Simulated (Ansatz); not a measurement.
`B[O][GeH2][F]` + H–F → `[F][GeH2][F]` + `BO` at 500 K and 1 bar (ligand exchange at a Ge–O bond).

Computed with Ansatz on PBE0-D4/def2-TZVP structures; ΔE is electronic, products minus reactants. CCSD(T)/CBS is the MP2 limit (def2-TZVPP, def2-QZVPP) plus CCSD(T) − MP2 in def2-TZVPP, frozen cores. This one scheme is used for every species. For Ge outer-core shells are correlated without core-valence functions, which leaves a few kJ/mol of doubt a bond. Scalar relativity is left out up to krypton. One conformer a species, not always the lowest.

```csv
species,CCSD(T)/CBS energy (Eh),H − E (kJ/mol),S (J/(mol·K))
`B[O][GeH2][F]`,-2278.36226,154.3,380.4
H–F,-100.39570,39.4,188.7
`[F][GeH2][F]`,-2276.96403,81.0,313.2
`BO`,-101.80414,113.6,256.0
```

H − E and S are ideal-gas, rigid-rotor, harmonic terms from PBE0-D4/def2-TZVP, for one conformer and one mirror image of each species. 1 Eh = 2625.50 kJ/mol, R = 8.31446 J/(mol·K).

Problem. By hand: ΔE, ΔH, ΔS and ΔG.

Solution. ΔE = (-2276.96403) + (-101.80414) − (-2278.36226) − (-100.39570) = -0.01021 Eh = -26.8 kJ/mol. Δ(H − E) = 81.0 + 113.6 − 154.3 − 39.4 = 0.9, so ΔH = -25.9 kJ/mol. ΔS = 313.2 + 256.0 − 380.4 − 188.7 = 0.1 J/(mol·K). ΔG = -25.9 − 500 × (0.1)/1000 = -25.9 kJ/mol.

Problem. By hand: the equilibrium constant, and the temperature at which ΔG would vanish if ΔH and ΔS stayed fixed.

Solution. log₁₀ K = −ΔG/(RT ln 10) = 2.7. ΔH and −TΔS have one sign here, so there is no such temperature.

The number of gas molecules stays the same, so ΔS is small and ΔH decides. A doubt of 5 kJ/mol in ΔE shifts log₁₀ K by 0.5 here. Other conformers and mirror images would add mixing entropy, several J/(mol·K) or more a flexible species. Modes under 60 cm⁻¹, often nearly free rotors, make the harmonic entropy too high. These are equilibria of isolated gas molecules and say nothing of rates. Largest T1 diagnostic: 0.014 (customary marks: 0.02 for closed shells, 0.045 for open ones).

ΔS is within the doubt of such terms, so its sign, and with it that verdict, could turn.
